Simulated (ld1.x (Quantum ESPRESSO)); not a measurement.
The numbers below are computed, except where a source is named.
# Potentials for oxygen compared

Generated with ld1.x 7.5 (TM, RRKJ, ultrasoft, PAW), atompaw 4.2 or ONCVPSP 4.0.1. The cutoff is in Ry: for ld1.x and atompaw files where the sum of valence levels is converged to 10 mRy in a Bessel basis, for ONCV files where the hardest occupied wave has 1 mHa per electron of residual kinetic energy. The error is the largest all-electron minus pseudo excitation energy over each file’s own four to seven test configurations (ionisations up to +4, promotions, holes and added fractions of an electron), all of which were solved. The labels leave out finer settings (local radius, basis sizes, second energies), which also bear on the numbers. Spin-polarised tests are not counted. The rows are a selection from randomly drawn settings: files with unsolved tests, undetermined cutoffs or missed reference levels are left out.

| potential | cutoff (Ry) | largest error (meV) | bound ghosts |
| --- | --- | --- | --- |
| RRKJ, Wu–Cohen, scalar-relativistic, rc 0.75/1.05 (sp), local s, core correction yes, reference 2s2 2p4 | 100 | +173 | none |
| PAW, PW91, scalar-relativistic, rc 1.00/2.00 (sp), local smoothed, core correction yes, reference 2s2 2p2 | 21 | +86 | none |
| TM, revPBE, scalar-relativistic, rc 0.90/1.45 (sp), local s, core correction no, reference 2s1 2p5 | 70 | +2491 | none |
| TM semilocal, PBE, scalar-relativistic, rc 0.95/1.35 (sp), local p, core correction no, reference 2s1.5 2p4.5 | 80 | +1932 | none |
| RRKJ, BLYP, non-relativistic, rc 0.80/1.65/1.30 (spd), local s, core correction no, reference 2s2 2p4 | 80 | +1456 | none |
| PAW, PBE, scalar-relativistic, rc 1.00/1.20/1.20 (spd), local smoothed, core correction yes, reference 2s1.75 2p4.25 | 50 | -4.7 | none |
| RRKJ, LDA (PZ), scalar-relativistic, rc 0.80/1.20 (sp), local p, core correction yes, reference 2s2 2p3 | 120 | +175 | none |

(1) Fill in the row for O: RRKJ, PBE, scalar-relativistic, rc 0.90/1.20/1.10 (spd), local s, core correction yes, reference 2s1.75 2p4.25.

(2) Fill in the row for O: RRKJ, BLYP, scalar-relativistic, rc 0.65/0.85 (sp), local s, core correction yes, reference 2s2 2p3.

Answers

(1) cutoff 90 Ry, largest error +410 meV, bound ghosts: none.

(2) cutoff 160 Ry, largest error +382 meV, bound ghosts: none.
